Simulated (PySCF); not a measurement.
Compound: cis-NiI2(NH3)2 (triplet state).
SMILES: `[NH3]->[Ni](<-[NH3])([I])[I]`

Method: PBE0-D3(BJ)/def2-SVP geometry optimisation, gas phase, def2 core potentials past Kr (PySCF).

Take the most abundant isotopes and a rigid rotor. 

Q: Give the principal moments of inertia and the rotational constants in cm⁻¹.

A: Ia = 398.61, Ib = 1077.70, Ic = 1470.87 u·Å²; 505379 MHz·u·Å²/I gives 1268, 468.9 and 343.6 MHz, that is A = 0.04229, B = 0.01564, C = 0.01146 cm⁻¹.

Q: What kind of rotor is it?

A: An asymmetric top: κ = (2 × 468.9 − 1268 − 343.6)/(1268 − 343.6) = -0.73.

Q: What does the inertial defect say?

A: Not planar: Δ = Ic − Ia − Ib = -5.44 u·Å². For a rigid frame Δ = −2 Σ m c², so Σ m c² = 2.72 u·Å² lies off the ab plane, practically all of it from hydrogen. The atom farthest from that plane is 0.89 Å away.

Q: Which lines would a microwave search look for?

A: The dipole components are |μa| = 0.00 D, |μb| = 11.20 D, |μc| = 0.00 D; the symmetry axis of this C2 structure is b, so μa and μc vanish by symmetry and there are no a-type or c-type lines. Some lines, for components of 0.1 D or more:

```
type  branch         J(Ka,Kc)    MHz  lower level (cm⁻¹)
   b       R  2(0,2) ← 1(1,1)    813               0.054
   b       Q  4(2,2) ← 4(1,3)   2181               0.319
   b       Q  3(2,1) ← 3(1,2)   2285               0.204
   b       R  2(1,2) ← 1(0,1)   2299               0.027
   b       R  3(1,3) ← 2(0,2)   2929               0.081
   b       Q  5(3,2) ← 5(2,3)   4016               0.534
   b       R  5(1,5) ← 4(0,4)   4095               0.265
   b       R  2(2,1) ← 1(1,0)   4147               0.058
   b       Q  4(3,2) ← 4(2,3)   4351               0.386
   b       Q  5(4,1) ← 5(3,2)   5976               0.668
   b       Q  4(4,1) ← 4(3,2)   6009               0.531
   b       R  3(3,0) ← 2(2,1)   6755               0.196
   b       R  4(3,1) ← 3(2,2)   7597               0.278
   b       Q  5(5,0) ← 5(4,1)   7726               0.868
   b       Q  5(5,1) ← 5(4,2)   7726               0.868
   b       R  5(3,3) ← 4(2,2)   8257               0.392
   b       R  5(4,2) ← 4(3,1)  10095               0.531
   b       R  5(4,1) ← 4(3,2)  10102               0.531
```

For this open shell read J as N, the rotation without spin; fine and hyperfine splittings come on top. Whether it is a minimum is left open (no frequencies). ⟨S²⟩ = 2.007 (exact for a triplet: 2.00). No vibrational averaging or centrifugal distortion is included, and the geometry carries the error of its method. A rigid rotor knows nothing of internal rotation, which can split or shift real lines. Quadrupole hyperfine structure (14N, 127I) is left out.

For an open-shell metal species like this, the optimisation's SCF solution wasn't tested for stability and no frequencies at its level were run, so a lower state or another shape may exist.
